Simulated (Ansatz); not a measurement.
Basis-set extrapolation for C2H7NO2Si (`C=C[Si](N)(O)O`) (PBE0-D4/def2-TZVP geometry, frozen core, Ansatz). Multiplicity 1, RHF reference.

```
                      def2-TZVPP   def2-QZVPP
                 HF  -573.195408  -573.218605
    MP2 correlation    -1.133049    -1.218646
CCSD(T) correlation    -1.213281      not run
```

Energies in hartree. Use E(X) = E(∞) + A·exp(−7.88·√X) for Hartree–Fock and E(X) = E(∞) + B·X^(−2.97) for correlation, with X = 3 and 4, and add CCSD(T) minus MP2 of the smaller set to the MP2 limit.

Task: What is the CCSD(T) energy at the basis-set limit?

Result: HF limit: -573.218605 + (-0.023197) × 0.13774 = -573.22180. MP2 limit: -1.218646 + (-0.085597) × 0.74074 = -1.28205. Higher-order term: -1.213281 − (-1.133049) = -0.08023. Total: -574.58408 hartree, 110.1 kcal/mol below CCSD(T)/def2-TZVPP.
